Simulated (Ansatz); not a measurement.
CH7NOSi2 can be A, `N[SiH2]C1O[SiH2]1`, or B, `N[SiH2][SiH2]C=O`.

Program: Ansatz. Geometries: PBE0-D4/def2-TZVP. ΔE: electronic, gas phase. CCSD(T)/CBS adds triple-zeta CCSD(T) − MP2 to the extrapolated MP2 energy (def2 sets, frozen cores). Functionals use def2-TZVPP. B3LYP here is the variant with VWN-RPA as its local correlation; programs differ in this. One conformer a species, not always the lowest.

Question: Which isomer does CCSD(T)/CBS put lower? Give the gap. (Best estimate.)

Answer: The calculation gave: A, by 44.6 kJ/mol.

Question: Give E(B) − E(A) in kJ/mol with B2PLYP, CCSD(T)/def2-SVP, HF/def2-TZVPP, PBE0-D4, CCSD/def2-TZVPP, B3LYP-D4, PBE-D4. (An estimate is asked.)

Answer: Ansatz gave: B2PLYP 36.4, CCSD(T)/def2-SVP 2.2, HF/def2-TZVPP 15.6, PBE0-D4 34.1, CCSD/def2-TZVPP 37.2, B3LYP-D4 28.1, PBE-D4 26.8. None reverses the order clearly.

Question: Does the order hold for the free energy at 298.15 K (harmonic terms from PBE0-D4)? (Estimate.)

Answer: The calculation gave: Yes: G(B) − G(A) = +31.4 kJ/mol, for one conformer each. Modes under 60 cm⁻¹, often nearly free rotors, make the harmonic entropy too high.

Largest T1 diagnostic: 0.015.

From PBE to PBE0 (25 % exact exchange), in def2-TZVPP and without D4, E(B) − E(A) moves by +7.8 kJ/mol. Leaving LDA and LC-ωPBE aside and taking each functional with its dispersion term where it has one, the values, not all of them listed here, spread over 25.8 kJ/mol, from BLYP-D4 to PBE-QIDH. LDA lies +26.7 kJ/mol from PBE without D4.
